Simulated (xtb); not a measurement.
Br3In, charge -1, doublet, from a rough starting geometry (GFN-xTB shapes and energies of metal compounds can be far from the true ones) (a state made from the parent by changing its charge; the spin is typed, not shown lowest); xtb 6.7.1 with GFN2-xTB.

Here is a job for xtb.
```
$ xtb mol.xyz --gfn 2 --chrg -1 --uhf 1 --opt vtight --json

# file mol.xyz
4

In    -0.02692233    -0.00330511     0.00566807
Br    -1.97149974    -1.51406937    -0.21659423
Br     0.04869547     2.18946215    -1.13001298
Br     2.05728861    -0.75053759     1.31116605
```

The log (banner, timings and long lists left out):

```
   ID    Z sym.   atoms
    1   49 In     1
    2   35 Br     2-4

           -------------------------------------------------
          |                Calculation Setup                |
           -------------------------------------------------

           -------------------------------------------------
          |                 G F N 2 - x T B                 |
           -------------------------------------------------

          ...................................................
          :                      SETUP                      :
          :.................................................:
          :  # basis functions                  40          :
          :  # atomic orbitals                  36          :
          :  # shells                           12          :
          :  # electrons                        25          :
          :  max. iterations                   250          :
          :  Hamiltonian                  GFN2-xTB          :
          :  restarted?                      false          :
          :  GBSA solvation                  false          :
          :  PC potential                    false          :
          :  electronic temp.          300.0000000     K    :
          :  accuracy                    1.0000000          :
          :  -> integral cutoff          0.2500000E+02      :
          :  -> integral neglect         0.1000000E-07      :
          :  -> SCF convergence          0.1000000E-05 Eh   :
          :  -> wf. convergence          0.1000000E-03 e    :
          :  Broyden damping             0.4000000          :
          :  net charge                         -1          :
          :  unpaired electrons                  1          :
          ...................................................

 iter      E             dE          RMSdq      gap      omega  full diag
   1    -13.8643935 -0.138644E+02  0.140E+01    3.52       0.0  T
   2    -13.9084592 -0.440657E-01  0.434E+00    4.00       1.0  T
   3    -13.9121348 -0.367567E-02  0.374E+00    3.99       1.0  T
   4    -13.9138751 -0.174031E-02  0.188E+00    4.03       1.0  T
   5    -13.9143145 -0.439321E-03  0.575E-01    4.09       1.0  T
   6    -13.9143638 -0.493644E-04  0.359E-01    4.09       1.0  T
   7    -13.9143668 -0.298107E-05  0.249E-01    4.09       1.0  T
   8    -13.9143697 -0.284966E-05  0.524E-02    4.08       1.0  T
   9    -13.9143698 -0.188548E-06  0.170E-02    4.08       2.9  T
  10    -13.9143699 -0.529811E-07  0.986E-03    4.08       5.1  T
  11    -13.9143699 -0.487822E-07  0.530E-03    4.08       9.4  T
  12    -13.9143700 -0.151445E-07  0.299E-03    4.08      16.7  T
  13    -13.9143700 -0.834914E-09  0.613E-04    4.08      81.6  T
  14    -13.9143700 -0.872369E-11  0.282E-04    4.08     177.2  T

   *** convergence criteria satisfied after 14 iterations ***

         :::::::::::::::::::::::::::::::::::::::::::::::::::::
         ::                     SUMMARY                     ::
         :::::::::::::::::::::::::::::::::::::::::::::::::::::
         :: total energy             -13.904465541294 Eh    ::
         :: gradient norm              0.074281395184 Eh/a0 ::
         :: HOMO-LUMO gap              4.081709069681 eV    ::
         ::.................................................::
         :: SCC energy               -13.914367039638 Eh    ::
         :: -> isotropic ES            0.110733854016 Eh    ::
         :: -> anisotropic ES         -0.006591934931 Eh    ::
         :: -> anisotropic XC         -0.027492969659 Eh    ::
         :: -> dispersion             -0.004434714703 Eh    ::
         :: repulsion energy           0.009901498344 Eh    ::
         :: add. restraining           0.000000000000 Eh    ::
         :: total charge              -1.000000000000 e     ::
         :::::::::::::::::::::::::::::::::::::::::::::::::::::

      -----------------------------------------------------------
[...]
 * total energy  :   -13.9303614 Eh     change       -0.1686126E-03 Eh
 * total energy  :   -13.9305093 Eh     change       -0.1479360E-03 Eh
 * total energy  :   -13.9306866 Eh     change       -0.1772890E-03 Eh
 * total energy  :   -13.9304506 Eh     change        0.2359598E-03 Eh
 * total energy  :   -13.9311863 Eh     change       -0.7356495E-03 Eh
 * total energy  :   -13.9314073 Eh     change       -0.2210098E-03 Eh
 * total energy  :   -13.9326229 Eh     change       -0.1215588E-02 Eh
 * total energy  :   -13.9327237 Eh     change       -0.1008224E-03 Eh
 * total energy  :   -13.9327248 Eh     change       -0.1104285E-05 Eh
 * total energy  :   -13.9327296 Eh     change       -0.4826420E-05 Eh
 * total energy  :   -13.9327303 Eh     change       -0.7084925E-06 Eh
 * total energy  :   -13.9327304 Eh     change       -0.8410581E-07 Eh
   *** GEOMETRY OPTIMIZATION CONVERGED AFTER 16 ITERATIONS ***
         :: total energy             -13.932730428587 Eh    ::
[...]
         3        2.0000           -0.6881521             -18.7256
         4        2.0000           -0.3690147             -10.0414
         5        2.0000           -0.2849027              -7.7526
         6        2.0000           -0.2848886              -7.7522
         7        2.0000           -0.2711971              -7.3796
         8        2.0000           -0.2707298              -7.3669
         9        2.0000           -0.2707268              -7.3669
        10        2.0000           -0.2641547              -7.1880
        11        2.0000           -0.2641493              -7.1879
        12        2.0000           -0.2620392              -7.1304
        13        1.0000           -0.2231425              -6.0720 (HOMO)
        14                          0.0317032               0.8627 (LUMO)
        15                          0.0466145               1.2684
        16                          0.0466496               1.2694
        17                          0.1752366               4.7684
        18                          0.1752410               4.7685
        19                          0.1915182               5.2115
        20                          0.1915249               5.2117
        21                          0.1921093               5.2276
        22                          0.1935714               5.2673
        23                          0.2005524               5.4573
        24                          0.2005608               5.4575
       ...                                ...                  ...
        36                          1.4170981              38.5612
      -------------------------------------------------------------
                  HL-Gap            0.2548457 Eh            6.9347 eV
             Fermi-level           -0.1691088 Eh           -4.6017 eV

     #   Z          covCN         q      C6AA      α(0)
     1  49 In       2.346     0.166   297.094    34.185
     2  35 Br       0.782    -0.389   195.613    22.549
     3  35 Br       0.782    -0.389   195.616    22.549
     4  35 Br       0.782    -0.389   195.615    22.549

 Mol. C6AA /au·bohr⁶  :       3483.523985
 Mol. C8AA /au·bohr⁸  :     293127.687196
 Mol. α(0) /au        :        101.832064

Wiberg/Mayer (AO) data.
largest (>0.10) Wiberg bond orders for each atom

 ---------------------------------------------------------------------------
     #   Z sym  total        # sym  WBO       # sym  WBO       # sym  WBO
 ---------------------------------------------------------------------------
     1  49 In   2.366 --     2 Br   0.789     4 Br   0.789     3 Br   0.788
     2  35 Br   1.000 --     1 In   0.789     3 Br   0.106     4 Br   0.106
     3  35 Br   1.000 --     1 In   0.788     4 Br   0.106     2 Br   0.106
     4  35 Br   1.000 --     1 In   0.789     3 Br   0.106     2 Br   0.106
 ---------------------------------------------------------------------------

Topologies differ in total number of bonds
Writing topology from bond orders to xtbtopo.mol

molecular dipole:
                 x           y           z       tot (Debye)
 q only:       -0.331       0.344       0.642
   full:       -0.576       0.614       1.193       3.710
molecular quadrupole (traceless):
                xx          xy          yy          xz          yz          zz
 q only:       -3.941      -3.001      -3.353      -6.166       6.803       7.294
  q+dip:       -6.874      -5.234      -5.848     -10.748      11.857      12.722
   full:       -7.228      -5.508      -6.150     -11.309      12.473      13.379

optimized geometry written to: xtbopt.xyz

           -------------------------------------------------
          | TOTAL ENERGY              -13.932730428587 Eh   |
          | GRADIENT NORM               0.000032928862 Eh/α |
          | HOMO-LUMO GAP               6.934703147893 eV   |
           -------------------------------------------------

normal termination of xtb
```
